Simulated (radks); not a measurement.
The osmium ion Os3+, configuration [Xe] 4f14 5d5 (the NIST ground configuration).

Method: non-relativistic Kohn-Sham, Tao-Mo meta-GGA, spin-polarised, spherical densities, point nucleus; open shells are filled with parallel spins first (spin-orbit coupling, left out, can overturn this in heavy ions); meta-GGA in the generalised Kohn-Sham scheme; relativity is left out, which matters for an element this heavy; computed with a radial shooting solver on a logarithmic mesh with Libxc functionals.

Energy parts (eV):
total: -443296.74
kinetic: 443189.32
electron-nucleus: -1053510.68
Hartree: 175680.91
exchange-correlation: -8656.29

Orbitals (lengths in bohr, moments of r in powers of bohr):
orbital  occ.  eigenvalue (eV)   <1/r>      <r^2>      <r>
1s up       1        -67470.84   75.47  0.0005303  0.01992
1s down     1        -67470.85   75.47  0.0005303  0.01992
2s up       1        -11184.43   17.72   0.008282  0.08406
2s down     1        -11184.07   17.72   0.008282  0.08406
2p up       3        -10729.12   17.75   0.006123  0.07111
2p down     3        -10728.86   17.75   0.006123  0.07111
3s up       1        -2604.549   6.839    0.05163   0.2129
3s down     1        -2604.460   6.839    0.05163   0.2129
3p up       3        -2393.240   6.787    0.04770   0.2032
3p down     3        -2393.131   6.787    0.04770   0.2032
3d up       5        -2002.355   6.713    0.03697   0.1779
3d down     5        -2002.112   6.713    0.03697   0.1779
4s up       1        -559.1825   2.964     0.2513   0.4723
4s down     1        -558.9865   2.963     0.2514   0.4724
4p up       3        -469.7232   2.872     0.2598   0.4784
4p down     3        -469.4990   2.871     0.2598   0.4784
4d up       5        -306.9804   2.680     0.2790   0.4914
4d down     5        -306.6639   2.680     0.2787   0.4912
4f up       7         -92.4609   2.285     0.3609   0.5425
4f down     7         -91.8806   2.293     0.3552   0.5391
5s up       1        -105.3820   1.186      1.375    1.108
5s down     1        -102.2631   1.200      1.353    1.099
5p up       3         -78.5734   1.078      1.646    1.209
5p down     3         -75.0023   1.092      1.619    1.198
5d up       5         -37.3270  0.8183      2.835    1.569
5d down     0         -33.0981  0.8213      2.874    1.575

The highest occupied level is 5d up at -37.327 eV. Spin moment in Bohr magnetons: 5. The spin density at the nucleus is -4.522 e/bohr^3 (1s -0.032, 2s -0.530, 3s -0.266, 4s 0.827, 5s -4.520). For comparison, the ionisation energy in NIST's Atomic Spectra Database is 41 eV (theoretical). In exact Kohn-Sham theory the highest level is minus the ionisation energy, but local and semilocal functionals leave it too shallow, through self-interaction and a potential that decays too fast; potentials with the right tail come closer. Virial ratio -V/T = 2.00024.
